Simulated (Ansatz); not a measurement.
`c1sc(-c2sc(-c3sc(-c4scc5c4OCCO5)c4c3OCCO4)c3c2OCCO3)c2c1OCCO2` with charge +1, relaxed as a doublet with UKS PBE-D4/def2-SVP in Ansatz, starting from the PBE-D4/def2-SVP geometry of the neutral singlet. Force threshold 0.03 eV/Å.

Single mean-field runs in def2-SVP are fitted with def2-universal-jkfit.

Start:

Cartesian coordinates in Å:
```
C -0.7661 -6.1381 -3.1795
S 0.1598 -4.9137 -2.3740
C -1.1673 -3.7622 -2.4081
C -1.0207 -2.4410 -1.8539
S -0.0745 -2.1779 -0.3944
C -0.3513 -0.4408 -0.4239
C 0.2200 0.4519 0.5403
S -0.0160 2.1947 0.4812
C 0.9486 2.4605 1.9277
C 1.1623 3.7884 2.4436
S -0.1158 4.9939 2.4375
C 0.8983 6.1991 3.1626
C 2.1601 5.6970 3.4199
C 2.3171 4.3306 3.0041
O 3.5036 3.6653 3.1061
C 4.3938 4.2980 4.0246
C 4.4523 5.8006 3.7799
O 3.1768 6.4092 3.9927
C 1.4345 1.2479 2.4131
C 1.0341 0.1277 1.6269
O 1.3960 -1.1562 1.9255
C 1.8725 -1.2865 3.2676
C 2.8314 -0.1538 3.6149
O 2.1766 1.1131 3.5499
C -1.1679 -0.1173 -1.5088
C -1.5354 -1.2318 -2.3190
O -2.2686 -1.0920 -3.4609
C -2.9493 0.1619 -3.5109
C -2.0186 1.3083 -3.1335
O -1.5544 1.1637 -1.7886
C -2.2694 -4.3347 -3.0410
C -2.0334 -5.6801 -3.4871
O -2.9869 -6.4154 -4.1341
C -4.2965 -5.8630 -3.9824
C -4.2839 -4.3524 -4.1773
O -3.4769 -3.7170 -3.1865
H -0.3471 -7.1286 -3.3854
H 0.5311 7.2117 3.3597
H 4.0655 4.0973 5.0712
H 5.3896 3.8375 3.8707
H 4.7980 5.9959 2.7377
H 5.1569 6.2870 4.4830
H 2.3802 -2.2688 3.3299
H 1.0117 -1.2820 3.9756
H 3.7009 -0.1678 2.9171
H 3.2064 -0.2650 4.6513
H -3.8260 0.1456 -2.8224
H -3.3160 0.2832 -4.5492
H -1.1502 1.3349 -3.8317
H -2.5466 2.2805 -3.1838
H -4.9365 -6.3535 -4.7423
H -4.6964 -6.1057 -2.9700
H -3.9011 -4.1045 -5.1949
H -5.3048 -3.9356 -4.0710
```

(1) Estimate the energy that the relaxation releases and the steps that it takes.

(2) Does the start keep its bonding and symmetry?

(3) Predict the relaxed structure.

## Answers

(1) 0.16 eV, in 10 steps; 76 s on 2 threads of AMD EPYC 7R13 on a shared host and a share (18 GiB) of an NVIDIA H100 80GB HBM3. The force fell under the threshold at step 9, but the optimiser went on. No frequencies were taken in this run, so the end may be a saddle point.

(2) By distances, no bond broke or formed. The bond that changes most is C6–C7, from 1.43 to 1.41 Å (atoms count from 1).

(3) 
Cartesian coordinates in Å:
```
C -0.911 -6.193 -2.852
S -0.030 -4.972 -2.004
C -1.276 -3.758 -2.310
C -1.111 -2.438 -1.800
S -0.080 -2.186 -0.390
C -0.335 -0.442 -0.428
C 0.278 0.444 0.482
S 0.036 2.189 0.433
C 1.079 2.442 1.834
C 1.270 3.765 2.327
S 0.039 4.995 2.030
C 0.957 6.212 2.844
C 2.155 5.717 3.336
C 2.343 4.326 3.047
O 3.465 3.660 3.387
C 4.269 4.364 4.352
C 4.372 5.841 4.004
O 3.076 6.458 4.000
C 1.602 1.215 2.295
C 1.155 0.109 1.537
O 1.486 -1.171 1.819
C 2.061 -1.326 3.131
C 3.046 -0.203 3.422
O 2.399 1.078 3.378
C -1.213 -0.108 -1.483
C -1.646 -1.212 -2.252
O -2.441 -1.073 -3.336
C -3.100 0.202 -3.372
C -2.126 1.332 -3.069
O -1.554 1.171 -1.756
C -2.322 -4.326 -3.064
C -2.104 -5.710 -3.367
O -2.995 -6.456 -4.065
C -4.299 -5.859 -4.098
C -4.210 -4.376 -4.422
O -3.445 -3.674 -3.425
H -0.518 -7.212 -2.944
H 0.583 7.238 2.933
H 3.821 4.232 5.362
H 5.266 3.883 4.336
H 4.850 5.970 3.006
H 4.976 6.380 4.758
H 2.565 -2.311 3.138
H 1.243 -1.332 3.884
H 3.880 -0.219 2.684
H 3.468 -0.308 4.439
H -3.936 0.205 -2.638
H -3.519 0.312 -4.391
H -1.305 1.351 -3.820
H -2.638 2.312 -3.071
H -4.873 -6.396 -4.877
H -4.804 -6.010 -3.117
H -3.736 -4.223 -5.417
H -5.214 -3.910 -4.429
```
Bond lengths: 19 × C–C 1.39 to 1.52 Å; 16 × C–O 1.35 to 1.44 Å; 8 × C–S 1.73 to 1.77 Å; 18 × C–H 1.10 to 1.11 Å.
